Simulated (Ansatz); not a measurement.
**Energy profile**

The step: Si₃N₂H₉ ([SiH3][NH][SiH][NH][SiH3]) + HCl + HF → Si₂NH₅Cl ([SiH3][NH][SiH][Cl]) + SiNH₅ ([NH2][SiH3]) + HF (still joined by a long Si–N bond); bonds formed: Si1–Cl8, N2–H9, H7–F10; bonds broken: H7–Cl8, H9–F10; bonds weakened to dative contacts: Si1–N2 (atoms numbered as in the saddle structure below).

Si1  (-0.006, -0.421, 1.350)
N2  (1.508, 0.096, 0.468)
Si3  (1.477, -0.207, -1.301)
N4  (-1.319, -0.160, 0.292)
Si5  (-2.404, -1.321, -0.409)
H6  (0.150, -1.904, 1.487)
H7  (0.670, 2.741, 1.143)
Cl8  (-0.686, 2.750, 1.593)
H9  (1.714, 1.309, 0.607)
F10  (1.856, 2.475, 0.719)
H11  (2.318, -0.348, 0.898)
H12  (0.638, 0.834, -1.925)
H13  (0.940, -1.565, -1.556)
H14  (2.882, -0.119, -1.764)
H15  (-1.583, 0.819, 0.225)
H16  (-2.394, -2.548, 0.426)
H17  (-1.993, -1.695, -1.791)
H18  (-3.767, -0.735, -0.461)
(Å)

Electronic energies by CCSD(T) at an estimated basis limit (MP2 extrapolated from triple and quadruple zeta, plus CCSD(T) − MP2 in triple zeta), on PBE0-D4/def2-TZVP structures; Si3N2H11ClF, doublet; no counterpoise correction; spin–orbit coupling, which lowers free halogen atoms and radicals such as OH and SH, is left out. Computed with Ansatz 0.2.0 (basis: def2-TZVPP and def2-QZVPP); correlated methods freeze the cores; orbitals are unrestricted. Extrapolation: Hartree–Fock as exp(−7.88 √X), correlation as X^−2.97.

(1) Give the profile in kcal/mol, counted from the separated reactants. (Judge from chemistry; the value comes from the calculation.)

T1 diagnostic: at most 0.014. ⟨S²⟩ of the unrestricted Hartree–Fock references: 0.75 to 0.76 (a pure state has 0.75).

Results:

(1) By the calculation:
```tsv
point	kcal/mol
separated: Si3N2H9 (linked as [SiH3][NH][SiH][NH][SiH3]; Si1, N2, Si3, N4, Si5, H6, H11, H12, H13, H14, H15, H16, H17, H18; doublet) + HCl (H7, Cl8; singlet) + HF (H9, F10; singlet)	0.00
start structure	-13.94
saddle	-6.32
end structure	-21.37
separated: Si2NH5Cl (linked as [SiH3][NH][SiH][Cl]; Si1, N4, Si5, H6, Cl8, H15, H16, H17, H18; doublet) + SiNH5 (linked as [NH2][SiH3]; N2, Si3, H9, H11, H12, H13, H14; singlet) + HF (H7, F10; singlet)	-8.65
```
The saddle lies below the separated reactants: the barrier is submerged.

For scale, one of the runs: CCSD(T)/def2-TZVPP, 415 basis functions, launched by `ansatz run in.yaml --threads 4 --pin off --events-out ev --progress --plain --max-ram 66560MiB --backend cuda --devices 0, --max-vram 37GiB`. Hardware: 4 CPU threads of an AMD EPYC 7R13 and a share of one NVIDIA H100, shared host. Wall time 2.3 min; peak host memory 1.9 GiB.
